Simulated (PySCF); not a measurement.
Compound: C5H10N2Si.
SMILES with atom numbers: `[CH2:1]=[CH:2][C:3]1=[N:4][N:5]([SiH3:6])[CH2:7][CH2:8]1`

Structure used (GFN2-xTB), in Å, numbered top down from 1:
```
atom  x, y, z in Å
C1     3.2501    0.4692   -0.3667
C2     2.0671    0.9808   -0.7040
C3     0.8041    0.3577   -0.4381
N4    -0.3107    0.8942   -0.7831
N5    -1.3523    0.1323   -0.4269
Si6   -2.9859    0.5819   -0.7758
C7    -0.9148   -1.0940    0.2482
C8     0.6124   -0.9764    0.2663
H9     3.3419   -0.4751    0.1429
H10    4.1686    0.9824   -0.5917
H11    2.0011    1.9308   -1.2159
H12   -3.7291    0.6130    0.4909
H13   -2.8814    1.8800   -1.4187
H14   -3.5846   -0.4488   -1.6349
H15   -1.3514   -1.1326    1.2498
H16   -1.2675   -1.9631   -0.3134
H17    1.0206   -0.9450    1.2772
H18    1.1031   -1.7811   -0.2825
```

Definitions: NICS(0) = −σiso at the ring centroid; NICS(1) = −σiso and NICS(1)zz = −σzz at ±1 Å along the ring normal z. Level: GIAO PBE0/pcSseg-1 (PySCF, non-relativistic, gas phase) on the GFN2-xTB geometry, one conformer.

Ring bond lengths (Å), with Mayer bond orders in brackets: C3–N4 1.284 (1.69), N4–N5 1.339 (1.11), N5–C7 1.467 (0.86), C7–C8 1.532 (1.06), C8–C3 1.521 (0.97).

Give the NICS values of each ring in ppm.

| ring | type | NICS(0) | NICS(1), two faces | NICS(1)zz, two faces | rms pucker (Å) | centre to ring atoms, mean (Å) |
| --- | --- | --- | --- | --- | --- | --- |
| C3–N4–N5–C7–C8 | 5-membered ring with 2 N; formal bonds 1 double, 4 single | -2.7 | -2.7 / -2.7 | -3.1 / -3.1 | 0.00 | 1.21 |

What do they say, and how far can they be read as aromaticity?

- C3–N4–N5–C7–C8: mean NICS(1)zz -3.1 ppm, shielded. C7, C8 have four or more neighbours, and the NICS criterion for π rings isn't applied.
